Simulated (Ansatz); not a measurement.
Geometry optimisation, RKS PBE0/def2-SVP (Ansatz 0.2.0).

input.yaml

```yaml
crystal:
  periodic: [false, false, false]
  atoms:
    - { symbol: "N", position_ang: [1.4465, -1.2137, -2.1047] }
    - { symbol: Al, position_ang: [0.8388, -0.0062, -0.7101] }
    - { symbol: C, position_ang: [0.5342, -0.241, 1.2309] }
    - { symbol: C, position_ang: [-0.7218, 0.4505, 1.2318] }
    - { symbol: C, position_ang: [-0.8881, 0.8338, -0.2502] }
    - { symbol: F, position_ang: [-0.8388, 2.2304, -0.3893] }
    - { symbol: H, position_ang: [2.40814, -0.80885, -2.37673] }
    - { symbol: H, position_ang: [1.64455, -2.08078, -1.63771] }
    - { symbol: H, position_ang: [0.5077, -1.2937, 1.5845] }
    - { symbol: H, position_ang: [1.3132, 0.3241, 1.8686] }
    - { symbol: H, position_ang: [-1.6129, -0.2757, 1.5267] }
    - { symbol: H, position_ang: [-0.7934, 1.3317, 1.9269] }
    - { symbol: H, position_ang: [-1.8176, 0.4246, -0.7632] }
basis:
  gaussian: { orbitals: def2-SVP }
hamiltonian:
  xc: pbe0
relax:
  f_tol: 0.015
  max_steps: 40
```

Command:

```bash
$ ansatz run input.yaml --threads 2 --pin off --max-ram 3072MiB --backend cpu --events-out ev --progress --plain --runs-dir out
```

**Question.** Where does it end, and by what steps?

**Answer.** The forces met the threshold. After 16 steps the energy has fallen by 1.611 eV; H7 moved furthest, 1.10 Å.

```csv
step,energy less start (eV),largest force component (eV/Å),accepted
0,0.0000,5.051,yes
1,-1.0136,1.896,yes
2,-1.2322,1.483,yes
3,-1.4006,0.543,yes
4,-1.4777,1.270,yes
5,-1.5351,0.641,yes
6,-1.5691,0.225,yes
7,-1.5822,0.114,yes
8,-1.5937,0.357,yes
9,-1.6003,0.111,yes
10,-1.6052,0.100,yes
11,-1.6087,0.151,yes
12,-1.6102,0.092,yes
13,-1.5897,0.573,no
14,-1.6111,0.029,yes
15,-1.6113,0.025,yes
16,-1.6114,0.013,yes
```

```xyz
13
Properties=species:S:1:pos:R:3
N 1.608 -1.160 -1.854
Al 0.698 -0.365 -0.561
C 0.564 -0.294 1.399
C -0.833 0.339 1.135
C -0.827 0.889 -0.303
F -0.293 2.189 -0.292
H 1.439 -1.035 -2.847
H 2.402 -1.777 -1.717
H 0.553 -1.177 2.053
H 1.262 0.438 1.839
H -1.610 -0.445 1.186
H -1.116 1.127 1.856
H -1.828 0.945 -0.757
```

Whether the end is a true minimum wasn't checked by a vibrational analysis.

Run time: 42 s on 2 threads of Intel(R) Xeon(R) 6975P-C (Granite Rapids) (shared host), peak memory 0.32 GiB.
